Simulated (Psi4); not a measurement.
A run for Psi4: SAPT0/jun-cc-pV(D+d)Z on CH7ClSi (a complex), monomers drawn apart or pushed together.

```
memory 1800 MB

molecule dimer {
0 1
Cl    0.04391659   -0.22378811   -0.15161709
H    -0.36988407   -0.71966928    0.96291862
--
0 1
C     0.79809458    0.88412135    4.96262694
Si   -0.45502743   -0.42754395    5.42346472
H     1.12163247    1.43277044    5.84903527
H     0.37440147    1.59846007    4.25524187
H     1.67891360    0.43684298    4.49929339
H     0.11638306   -1.41657394    6.36688898
H    -0.88708306   -1.17709915    4.20925836
H    -1.66958579    0.16985639    6.02552011
units angstrom
symmetry c1
no_reorient
no_com
}

set {
  basis jun-cc-pV(D+d)Z
  scf_type df
  freeze_core true
}

energy('sapt0')
```

It printed:

```
[...]
==> Input File <==

--------------------------------------------------------------------------
memory 1800 MB

molecule dimer {
0 1
Cl    0.04391659   -0.22378811   -0.15161709
H    -0.36988407   -0.71966928    0.96291862
--
0 1
C     0.79809458    0.88412135    4.96262694
Si   -0.45502743   -0.42754395    5.42346472
H     1.12163247    1.43277044    5.84903527
H     0.37440147    1.59846007    4.25524187
H     1.67891360    0.43684298    4.49929339
H     0.11638306   -1.41657394    6.36688898
H    -0.88708306   -1.17709915    4.20925836
H    -1.66958579    0.16985639    6.02552011
units angstrom
symmetry c1
no_reorient
no_com
}

set {
  basis jun-cc-pV(D+d)Z
  scf_type df
  freeze_core true
}

energy('sapt0')
--------------------------------------------------------------------------


   => Loading Basis Set <=

    Name: JUN-CC-PV(D+D)Z
    Role: ORBITAL
    Keyword: BASIS
    atoms 1       entry CL         line   764 file jun-cc-pv_dpd_z.gbs
    atoms 2, 5-10 entry H          line    60 file jun-cc-pv_dpd_z.gbs
    atoms 3       entry C          line   188 file jun-cc-pv_dpd_z.gbs
    atoms 4       entry SI         line   566 file jun-cc-pv_dpd_z.gbs

   => Loading Basis Set <=

    Name: JUN-CC-PV(D+D)Z
    Role: ORBITAL
    Keyword: BASIS
    atoms 1       entry CL         line   764 file jun-cc-pv_dpd_z.gbs
    atoms 2, 5-10 entry H          line    60 file jun-cc-pv_dpd_z.gbs
    atoms 3       entry C          line   188 file jun-cc-pv_dpd_z.gbs
    atoms 4       entry SI         line   566 file jun-cc-pv_dpd_z.gbs


  //>>>>>>>>>>>>>>>>>>>>>>>>>>>>>>>>>>>//
  //              Dimer HF             //
  //<<<<<<<<<<<<<<<<<<<<<<<<<<<<<<<<<<<//

   => Libint2 <=

    Primary   basis highest AM E, G, H:  7, 6, 3
    Auxiliary basis highest AM E, G, H:  7, 7, 4
    Onebody   basis highest AM E, G, H:  -, -, -
    Solid Harmonics ordering:            Gaussian


   => Loading Basis Set <=

    Name: JUN-CC-PV(D+D)Z
    Role: ORBITAL
    Keyword: BASIS
    atoms 1       entry CL         line   764 file jun-cc-pv_dpd_z.gbs
    atoms 2, 5-10 entry H          line    60 file jun-cc-pv_dpd_z.gbs
    atoms 3       entry C          line   188 file jun-cc-pv_dpd_z.gbs
    atoms 4       entry SI         line   566 file jun-cc-pv_dpd_z.gbs


         ---------------------------------------------------------
                                   SCF
               by Justin Turney, Rob Parrish, Andy Simmonett
                          and Daniel G. A. Smith
                              RHF Reference
                        1 Threads,   1716 MiB Core
         ---------------------------------------------------------

  ==> Geometry <==

    Molecular point group: c1
    Full point group: C1

    Geometry (in Angstrom), charge = 0, multiplicity = 1:

       Center              X                  Y                   Z               Mass
    ------------   -----------------  -----------------  -----------------  -----------------
         CL           0.043916590000    -0.223788110000    -0.151617090000    34.968852682000
         H           -0.369884070000    -0.719669280000     0.962918620000     1.007825032230
         C            0.798094580000     0.884121350000     4.962626940000    12.000000000000
         SI          -0.455027430000    -0.427543950000     5.423464720000    27.976926534650
         H            1.121632470000     1.432770440000     5.849035270000     1.007825032230
         H            0.374401470000     1.598460070000     4.255241870000     1.007825032230
         H            1.678913600000     0.436842980000     4.499293390000     1.007825032230
         H            0.116383060000    -1.416573940000     6.366888980000     1.007825032230
         H           -0.887083060000    -1.177099150000     4.209258360000     1.007825032230
         H           -1.669585790000     0.169856390000     6.025520110000     1.007825032230

  Running in c1 symmetry.

  Rotational constants: A =      0.36478  B =      0.01302  C =      0.01268 [cm^-1]
  Rotational constants: A =  10935.80341  B =    390.34952  C =    380.14135 [MHz]
  Nuclear repulsion =  115.472553841125915

  Charge       = 0
  Multiplicity = 1
  Electrons    = 44
  Nalpha       = 22
  Nbeta        = 22

  ==> Algorithm <==

  SCF Algorithm Type is DF.
  DIIS enabled.
  MOM disabled.
  Fractional occupation disabled.
  Guess Type is SAD.
  Energy threshold   = 1.00e-08
  Density threshold  = 1.00e-08
  Integral threshold = 1.00e-12

  ==> Primary Basis <==

  Basis Set: JUN-CC-PV(D+D)Z
    Blend: JUN-CC-PV(D+D)Z
    Number of shells: 51
    Number of basis functions: 107
    Number of Cartesian functions: 112
    Spherical Harmonics?: true
    Max angular momentum: 2

   => Loading Basis Set <=

    Name: (JUN-CC-PV(D+D)Z AUX)
    Role: JKFIT
    Keyword: DF_BASIS_SCF
    atoms 1       entry CL         line   746 file jun-cc-pvdz-jkfit.gbs
    atoms 2, 5-10 entry H          line    70 file jun-cc-pvdz-jkfit.gbs
    atoms 3       entry C   
[...]
 13.467275   100A     13.467453
     101A     13.509068   102A     13.509247   103A     13.660569
     104A     23.863920   105A     23.872403   106A     24.301772
     107A    156.637383

    Final Occupation by Irrep:
              A
    DOCC [    13 ]
    NA   [    13 ]
    NB   [    13 ]

  @DF-RHF Final Energy:  -330.29926883897679

   => Energetics <=

    Nuclear Repulsion Energy =             62.8748785476274890
    One-Electron Energy =                -580.4517409173715805
    Two-Electron Energy =                 187.2775935307672626
    Total Energy =                       -330.2992688389767864

Computation Completed


Properties will be evaluated at   0.000000,   0.000000,   0.000000 [a0]

Properties computed using the SCF density matrix


 Multipole Moments:

 ------------------------------------------------------------------------------------
     Multipole            Electronic (a.u.)      Nuclear  (a.u.)        Total (a.u.)
 ------------------------------------------------------------------------------------

 L = 1.  Multiply by 2.5417464519 to convert [e a0] to [Debye]
 Dipole X            :          1.8105139           -1.6008905            0.2096234
 Dipole Y            :         -0.4594098            0.6866690            0.2272592
 Dipole Z            :       -258.7631892          258.7214697           -0.0417194
 Magnitude           :                                                    0.3119763

 ------------------------------------------------------------------------------------

  Constructing Basis Sets for SAPT...

   => Loading Basis Set <=

    Name: (JUN-CC-PV(D+D)Z AUX)
    Role: RIFIT
    Keyword: DF_BASIS_SAPT
    atoms 1       entry CL         line   544 file jun-cc-pvdz-ri.gbs
    atoms 2, 5-10 entry H          line    30 file jun-cc-pvdz-ri.gbs
    atoms 3       entry C          line   100 file jun-cc-pvdz-ri.gbs
    atoms 4       entry SI         line   376 file jun-cc-pvdz-ri.gbs

   => Loading Basis Set <=

    Name: (JUN-CC-PV(D+D)Z AUX)
    Role: JKFIT
    Keyword: DF_BASIS_ELST
    atoms 1       entry CL         line   746 file jun-cc-pvdz-jkfit.gbs
    atoms 2, 5-10 entry H          line    70 file jun-cc-pvdz-jkfit.gbs
    atoms 3       entry C          line   146 file jun-cc-pvdz-jkfit.gbs
    atoms 4       entry SI         line   506 file jun-cc-pvdz-jkfit.gbs


  //>>>>>>>>>>>>>>>>>>>>>>>>>>>>>>>>>>>//
  //               SAPT0               //
  //<<<<<<<<<<<<<<<<<<<<<<<<<<<<<<<<<<<//



        SAPT0
    Ed Hohenstein
     6 June 2009

      Orbital Information
  --------------------------
    NSO        =       107
    NMO        =       107
    NRI        =       333
    NRI (Elst) =       482
    NOCC A     =         9
    NOCC B     =        13
    FOCC A     =         5
    FOCC B     =         6
    NVIR A     =        98
    NVIR B     =        94

    Elst10,r            =    -0.000390735778 [Eh]
    Exch10              =     0.000058764895 [Eh]
    Exch10 (S^2)        =     0.000058760715 [Eh]

    Maxiter = 50
    CPHF R converge = 1.000000E-08

    Iter     Energy [mEh]          dE [mEh]         Residual      Time [s]
       1      -0.00257872       0.002578715     3.111470e-04             0
       2      -0.00290937       0.000330659     1.448684e-04             0
       3      -0.00305969       0.000150314     1.738900e-05             0
       4      -0.00304345      -0.000016239     4.373164e-06             0
       5      -0.00304271      -0.000000744     8.697925e-07             0
       6      -0.00304325       0.000000544     1.815949e-07             0
       7      -0.00304315      -0.000000096     3.668884e-08             0
       8      -0.00304316       0.000000012     7.482053e-09             0

    CHF Iterations converged

    Maxiter = 50
    CPHF R converge = 1.000000E-08

    Iter     Energy [mEh]          dE [mEh]         Residual      Time [s]
       1      -0.05754236       0.057542365     1.352460e-03             0
       2      -0.07276791       0.015225549     4.634469e-04             0
       3      -0.07455759       0.001789674     6.570940e-05             0
       4      -0.07432691      -0.000230676     2.332475e-05             0
       5      -0.07427861      -0.000048305     4.114095e-06             0
       6      -0.07429196       0.000013354     8.548240e-07             0
       7      -0.07429122      -0.000000740     1.896737e-07             0
       8      -0.07429100      -0.000000226     3.601795e-08             0
       9      -0.07429104       0.000000042     8.426563e-09             0

    CHF Iterations converged

    Ind20,r (A<-B)      =    -0.000003043165 [Eh]
    Ind20,r (B<-A)      =    -0.000074291038 [Eh]
    Ind20,r             =    -0.000077334203 [Eh]
    Exch-Ind20,r (A<-B) =     0.000001124782 [Eh]
    Exch-Ind20,r (B<-A) =     0.000008171090 [Eh]
    Exch-Ind20,r        =     0.000009295872 [Eh]
    Disp20              =    -0.000296572172 [Eh]
    Disp20 (SS)         =    -0.000148286086 [Eh]
    Disp20 (OS)         =    -0.000148286086 [Eh]
    Exch-Disp20         =     0.000003946228 [Eh]
    Exch-Disp20 (SS)    =     0.000002311227 [Eh]
    Exch-Disp20 (OS)    =     0.000001635001 [Eh]

    SAPT Results
  --------------------------------------------------------------------------------------------------------
    Electrostatics                 -0.39073578 [mEh]      -0.24519040 [kcal/mol]      -1.02587664 [kJ/mol]
      Elst10,r                     -0.39073578 [mEh]      -0.24519040 [kcal/mol]      -1.02587664 [kJ/mol]

    Exchange                        0.05876490 [mEh]       0.03687553 [kcal/mol]       0.15428721 [kJ/mol]
      Exch10                        0.05876490 [mEh]       0.03687553 [kcal/mol]       0.15428721 [kJ/mol]
      Exch10(S^2)                   0.05876071 [mEh]       0.03687291 [kcal/mol]       0.15427624 [kJ/mol]

    Induction                      -0.07710788 [mEh]      -0.04838592 [kcal/mol]      -0.20244670 [kJ/mol]
      Ind20,r                      -0.07733420 [mEh]      -0.04852795 [kcal/mol]      -0.20304092 [kJ/mol]
      Exch-Ind20,r                  0.00929587 [mEh]       0.00583325 [kcal/mol]       0.02440631 [kJ/mol]
      delta HF,r (2)               -0.00906954 [mEh]      -0.00569122 [kcal/mol]      -0.02381208 [kJ/mol]

    Dispersion                     -0.29262594 [mEh]      -0.18362555 [kcal/mol]      -0.76828931 [kJ/mol]
      Disp20                       -0.29657217 [mEh]      -0.18610185 [kcal/mol]      -0.77865013 [kJ/mol]
      Exch-Disp20                   0.00394623 [mEh]       0.00247630 [kcal/mol]       0.01036082 [kJ/mol]
      Disp20 (SS)                  -0.14828609 [mEh]      -0.09305092 [kcal/mol]      -0.38932507 [kJ/mol]
      Disp20 (OS)                  -0.14828609 [mEh]      -0.09305092 [kcal/mol]      -0.38932507 [kJ/mol]
      Exch-Disp20 (SS)              0.00231123 [mEh]       0.00145032 [kcal/mol]       0.00606813 [kJ/mol]
      Exch-Disp20 (OS)              0.00163500 [mEh]       0.00102598 [kcal/mol]       0.00429269 [kJ/mol]

  Total HF                         -0.40907876 [mEh]      -0.25670080 [kcal/mol]      -1.07403613 [kJ/mol]
  Total SAPT0                      -0.70170470 [mEh]      -0.44032635 [kcal/mol]      -1.84232544 [kJ/mol]

  Special recipe for scaled SAPT0 (see Manual):
    Electrostatics sSAPT0          -0.39073578 [mEh]      -0.24519040 [kcal/mol]      -1.02587664 [kJ/mol]
    Exchange sSAPT0                 0.05876490 [mEh]       0.03687553 [kcal/mol]       0.15428721 [kJ/mol]
    Induction sSAPT0               -0.07710589 [mEh]      -0.04838468 [kcal/mol]      -0.20244149 [kJ/mol]
    Dispersion sSAPT0              -0.29262510 [mEh]      -0.18362502 [kcal/mol]      -0.76828710 [kJ/mol]
  Total sSAPT0                     -0.70170188 [mEh]      -0.44032457 [kcal/mol]      -1.84231802 [kJ/mol]
  --------------------------------------------------------------------------------------------------------



*** Psi4 exiting successfully. Buy a developer a beer!
```

The run finished.

Cost: very roughly 14 core-seconds.
